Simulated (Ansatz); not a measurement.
H5OSi2, SMILES [SiH2]O[SiH3], multiplicity 2.

Geometry: PBE0-D3(BJ)/def2-TZVP. The isomer is the one that the SMILES or the coordinates give; other isomers of the formula were not compared.

Two levels are set side by side: PBE/def2-SVPD (Ansatz, a quantum-chemistry and plane-wave program) and CAM-B3LYP/def2-SVPD (Ansatz). Energy differences of separate SCF runs at the same geometry; the states with an electron removed or added have multiplicity 1 and 1. Differences are taken from unrounded values.

```
quantity                         CAM-B3LYP
-------------------------------  ---------
vertical ionisation energy (eV)       8.33
vertical electron affinity (eV)       0.49
```

**Question.** What does PBE give, and how far is it from CAM-B3LYP? (An estimate is asked for; the answer gives what the named calculation found.)

**Answer.** 
```tsv
quantity	PBE	PBE minus CAM-B3LYP
vertical ionisation energy (eV)	8.09	-0.24
vertical electron affinity (eV)	0.51	0.01
```
